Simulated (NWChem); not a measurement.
The numbers come from NWChem runs, not from measurements. System: CH6N, charge 1, spin multiplicity 1, displaced from the optimised geometry. Level: RHF/cc-pVDZ, spin-restricted.

Output (cleaned and shortened):

```
             Northwest Computational Chemistry Package (NWChem) 7.3.0
             --------------------------------------------------------

                                NWChem Input Module
                                -------------------

 Scaling coordinates for geometry "geometry" by  1.889725989
 (inverse scale =  0.529177249)

                             Geometry "geometry" -> ""
                             -------------------------

 Output coordinates in angstroms (scale by  1.889725989 to convert to a.u.)

  No.       Tag          Charge          X              Y              Z
 ---- ---------------- ---------- -------------- -------------- --------------
    1 C                    6.0000     0.78880700     0.04750600     0.00000000
    2 N                    7.0000    -0.70027600    -0.04217400     0.00000000
    3 H                    1.0000     1.11011200     0.58681100     0.89894100
    4 H                    1.0000     1.14224300     0.64074200    -0.98883500
    5 H                    1.0000     1.20372300    -0.96739700     0.00000000
    6 H                    1.0000    -1.05626100    -0.54166000     0.82648800
    7 H                    1.0000    -1.05626100    -0.54166000    -0.82648800
    8 H                    1.0000    -1.14233600     0.88727600     0.00000000

 Effective nuclear repulsion energy (a.u.)      47.4564620203

            Nuclear Dipole moment (a.u.)
            ----------------------------
        X                 Y               Z
 ---------------- ---------------- ----------------
     0.0607168960     0.1019129226    -0.1698750280


 Summary of "ao basis" -> "" (spherical)
 ------------------------------------------------------------------------------
       Tag                 Description            Shells   Functions and Types
 ---------------- ------------------------------  ------  ---------------------
 *                          cc-pvdz                   on all atoms

 Summary of "ao basis" -> "ao basis" (spherical)
 ------------------------------------------------------------------------------
       Tag                 Description            Shells   Functions and Types
 ---------------- ------------------------------  ------  ---------------------
 C                          cc-pvdz                  6       14   3s2p1d
 N                          cc-pvdz                  6       14   3s2p1d
 H                          cc-pvdz                  3        5   2s1p

                                 NWChem SCF Module
                                 -----------------

  ao basis        = "ao basis"
  functions       =    58
  atoms           =     8
  closed shells   =     9
  open shells     =     0
  charge          =   1.00
  wavefunction    = RHF
  use symmetry    = F
  symmetry adapt  = F

 Summary of "ao basis" -> "ao basis" (spherical)
 ------------------------------------------------------------------------------
       Tag                 Description            Shells   Functions and Types
 ---------------- ------------------------------  ------  ---------------------
 C                          cc-pvdz                  6       14   3s2p1d
 N                          cc-pvdz                  6       14   3s2p1d
 H                          cc-pvdz                  3        5   2s1p

 Forming initial guess at       0.0s

      Superposition of Atomic Density Guess
      -------------------------------------

 Sum of atomic energies:         -94.96184326

 Renormalizing density from      19.00 to     18

      Non-variational initial energy
      ------------------------------

 Total energy =     -92.569286
 1-e energy   =    -208.785243
 2-e energy   =      68.759495
 HOMO         =      -0.793998
 LUMO         =      -0.239307

 Starting SCF solution at       0.2s

 ----------------------------------------------
         Quadratically convergent ROHF

 Convergence threshold     :          1.000E-07
 Maximum no. of iterations :          100
 Final Fock-matrix accuracy:          1.000E-09
 ----------------------------------------------

              iter       energy          gnorm     gmax       time
             ----- ------------------- --------- --------- --------
                 1      -95.4593240417  1.46D+00  3.81D-01      0.2
                 2      -95.5728386428  2.62D-01  6.79D-02      0.2
                 3      -95.5789904491  1.41D-02  3.93D-03      0.3
                 4      -95.5790083177  4.40D-05  1.71D-05      0.3
                 5      -95.5790083180  4.85D-09  1.31D-09      0.4

       Final RHF  results
       ------------------

         Total SCF energy =    -95.579008317978
      One-electron energy =   -217.087599345518
      Two-electron energy =     74.052129007274
 Nuclear repulsion energy =     47.456462020266

        Time for solution =      0.2s

             Final eigenvalues
             -----------------

              1
    1  -15.9238
    2  -11.5094
    3   -1.5296
    4   -1.1657
    5   -0.9847
    6   -0.9827
    7   -0.8667
    8   -0.7768
    9   -0.7523
   10   -0.0665
   11    0.0069
   12    0.0099
   13    0.0174
   14    0.0658
   15    0.0776
   16    0.1300
   17    0.3576
   18    0.3610
   19    0.4154

                       ROHF Final Molecular Orbital Analysis
                       -------------------------------------

 Vector    7  Occ=2.000000D+00  E=-8.666563D-01
              MO Center=  1.8D-01, -5.9D-03,  2.9D-02, r^2= 1.6D+00
   Bfn.  Coefficient  Atom+Function         Bfn.  Coefficient  Atom+Function
  ----- ------------  ---------------      ----- ------------  ---------------
    18      0.431283  2 N  px                 4     -0.347717  1 C  px
    21      0.266151  2 N  px                29     -0.155988  3 H  s
    39     -0.155994  5 H  s

 Vector    8  Occ=2.000000D+00  E=-7.768484D-01
              MO Center=  7.8D-01, -5.3D-02,  1.7D-01, r^2= 1.5D+00
   Bfn.  Coefficient  Atom+Function         Bfn.  Coefficient  Atom+Function
  ----- ------------  ---------------      ----- ------------  ---------------
     5      0.374760  1 C  py                29      0.307543  3 H  s
    39     -0.307554  5 H  s                  6      0.216739  1 C  pz
     8      0.185298  1 C  py

 Vector    9  Occ=2.000000D+00  E=-7.523146D-01
              MO Center=  8.1D-01,  2.2D-01, -2.9D-01, r^2= 1.5D+00
   Bfn.  Coefficient  Atom+Function         Bfn.  Coefficient  Atom+Function
  ----- ------------  ---------------      ----- ------------  ---------------
     6      0.366805  1 C  pz                34     -0.362478  4 H  s
     5     -0.213122  1 C  py                 9      0.204042  1 C  pz
    29      0.157553  3 H  s                 39      0.157527  5 H  s

 Vector   10  Occ=0.000000D+00  E=-6.654231D-02
              MO Center= -9.3D-01, -5.1D-02, -8.7D-03, r^2= 4.1D+00
   Bfn.  Coefficient  Atom+Function         Bfn.  Coefficient  Atom+Function
  ----- ------------  ---------------      ----- ------------  ---------------
    17      1.228295  2 N  s                  3      0.662535  1 C  s
    50     -0.641414  7 H  s                 55     -0.641417  8 H  s
    45     -0.633112  6 H  s                 21     -0.308948  2 N  px
    35     -0.250037  4 H  s                 30     -0.242174  3 H  s
    40     -0.242173  5 H  s                  7      0.186370  1 C  px

 Vector   11  Occ=0.000000D+00  E= 6.889703D-03
              MO Center= -6.5D-01, -1.7D-01,  2.2D-01, r^2= 5.0D+00
   Bfn.  Coefficient  Atom+Function         Bfn.  Coefficient  Atom+Function
  ----- ------------  ---------------      ----- ------------  ---------------
    45      1.492655  6 H  s                 35     -0.870699  4 H  s
    50     -0.604402  7 H  s                 55     -0.604489  8 H  s
    23     -0.575343  2 N  pz                 3      0.547496  1 C  s
     9     -0.359037  1 C  pz                22      0.330027  2 N  py
    20     -0.232914  2 N  pz                 8      0.211381  1 C  py

 Vector   12  Occ=0.000000D+00  E= 9.858010D-03
              MO Center= -1.0D+00,  1.8D-01, -4.1D-01, r^2= 4.2D+00
   Bfn.  Coefficient  Atom+Function         Bfn.  Coefficient  Atom+Function
  ----- ------------  ---------------      ----- ------------  ---------------
    50      1.332970  7 H  s                 55     -1.332972  8 H  s
    22      0.650786  2 N  py                30     -0.455268  3 H  s
    40      0.455371  5 H  s                 23      0.376426  2 N  pz
     8      0.277950  1 C  py                19      0.258297  2 N  py
     9      0.160773  1 C  pz

 center of mass
 --------------
 x =  -0.00810933 y =   0.00260141 z =  -0.00534178

 moments of inertia (a.u.)
 ------------------
          22.559045584630          -4.341315608825           0.474890620579
          -4.341315608825          89.600046182909           0.381336119867
           0.474890620579           0.381336119867          89.472383478552

  Mulliken analysis of the total density
  --------------------------------------

    Atom       Charge   Shell Charges
 -----------   ------   -------------------------------------------------------
    1 C    6     6.05   2.00  0.66  0.47  1.96  0.88  0.08
    2 N    7     7.01   2.00  0.75  0.55  2.41  1.26  0.03
    3 H    1     0.87   0.73  0.11  0.03
    4 H    1     0.84   0.68  0.14  0.03
    5 H    1     0.87   0.73  0.11  0.03
    6 H    1     0.79   0.68  0.05  0.06
    7 H    1     0.79   0.68  0.05  0.06
    8 H    1     0.79   0.68  0.05  0.06

       Multipole analysis of the density wrt the origin
       ------------------------------------------------

     L   x y z        total         open         nuclear
     -   - - -        -----         ----         -------
     0   0 0 0      1.000000      0.000000     19.000000

     1   1 0 0     -0.889858      0.000000      0.060717
     1   0 1 0     -0.051159      0.000000      0.101913
     1   0 0 1     -0.004216      0.000000     -0.169875

     2   2 0 0     -5.177514      0.000000     52.452961
     2   1 1 0      0.172901      0.000000      2.789375
     2   1 0 1     -0.040403      0.000000     -0.469826
     2   0 2 0     -7.612193      0.000000     11.037430
     2   0 1 1     -0.065385      0.000000     -0.378817
     2   0 0 2     -7.551657      0.000000     11.256189

 Task  times  cpu:        0.4s     wall:        0.4s

 Total times  cpu:        0.4s     wall:        0.4s
```

Question: Write an NWChem input that would produce this output.

Answer: Several could match; the one computed here: 
```
start mol
memory heap 200 mb stack 900 mb global 1100 mb
charge 1
geometry units angstroms nocenter noautoz noautosym
  C      0.788807     0.047506     0.000000
  N     -0.700276    -0.042174     0.000000
  H      1.110112     0.586811     0.898941
  H      1.142243     0.640742    -0.988835
  H      1.203723    -0.967397     0.000000
  H     -1.056261    -0.541660     0.826488
  H     -1.056261    -0.541660    -0.826488
  H     -1.142336     0.887276     0.000000
end
basis spherical
  * library cc-pvdz
end
scf
  rhf
  nopen 0
  maxiter 100
  thresh 1e-7
  semidirect memsize 60000000 filesize 0
end
task scf energy
```
